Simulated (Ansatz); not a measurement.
Geometry optimisation, RKS B3LYP/STO-3G in Ansatz.

Input file:

```yaml
crystal:
  periodic: [false, false, false]
  atoms:
    - { symbol: Si, position_ang: [-1.2775, 1.5895, 0.8209] }
    - { symbol: Si, position_ang: [0.7118, 0.639, 1.1515] }
    - { symbol: Si, position_ang: [0.5851, -1.375, 0.0378] }
    - { symbol: C, position_ang: [0.2623, -1.1405, -1.7243] }
    - { symbol: Cl, position_ang: [1.4685, -0.2518, -2.5763] }
    - { symbol: H, position_ang: [-1.3806, 3.0009, 1.4267] }
    - { symbol: H, position_ang: [-2.3792, 0.7972, 1.3953] }
    - { symbol: H, position_ang: [-1.5487, 1.7735, -0.6562] }
    - { symbol: H, position_ang: [0.9666, 0.4457, 2.65] }
    - { symbol: H, position_ang: [1.8204, 1.4914, 0.6412] }
    - { symbol: H, position_ang: [-0.433, -2.2159, 0.7275] }
    - { symbol: H, position_ang: [1.9251, -2.1004, 0.2249] }
    - { symbol: H, position_ang: [-0.7988, -0.5807, -1.8771] }
    - { symbol: H, position_ang: [0.0647, -2.1022, -2.2131] }
basis:
  gaussian: { orbitals: STO-3G }
hamiltonian:
  xc: b3lyp
relax:
  f_tol: 0.015
  max_steps: 40
```

Launched with:

```bash
$ ansatz run input.yaml --threads 1 --pin off --max-ram 2048MiB --backend cpu --events-out ev --progress --plain --runs-dir out
```

Task: Where does it end, and by what steps?

Result: The run converged. The force dipped under the threshold on the way, but the program's further checks kept it going. Limits of this set-up: minimal basis. After 12 steps the energy has fallen by 1.085 eV; H13 moved furthest, 0.34 Å.

```
step  energy less start (eV)  largest force component (eV/Å)  accepted
   0                  0.0000                           6.532       yes
   1                 -0.9072                           1.857       yes
   2                 -1.0598                           0.388       yes
   3                 -1.0739                           0.212       yes
   4                 -1.0812                           0.074       yes
   5                 -1.0841                           0.033       yes
   6                 -1.0848                           0.024       yes
   7                 -1.0848                           0.038       yes
   8                 -1.0851                           0.005       yes
   9                 -1.0851                           0.006       yes
  10                 -1.0852                           0.020       yes
  11                 -1.0852                           0.020       yes
  12                 -1.0853                           0.012       yes
```

```xyz
14
Properties=species:S:1:pos:R:3
Si -1.315 1.767 0.875
Si 0.612 0.619 1.134
Si 0.645 -1.393 0.101
C 0.238 -1.282 -1.751
Cl 1.369 -0.117 -2.656
H -1.251 3.045 1.547
H -2.430 1.032 1.427
H -1.600 2.009 -0.520
H 0.844 0.385 2.543
H 1.727 1.410 0.662
H -0.349 -2.292 0.650
H 1.932 -2.042 0.217
H -0.784 -0.914 -1.944
H 0.348 -2.256 -2.257
```

The run took 52 s on 1 thread of Arm Neoverse V1, with other jobs on the host, peak memory 0.13 GiB.
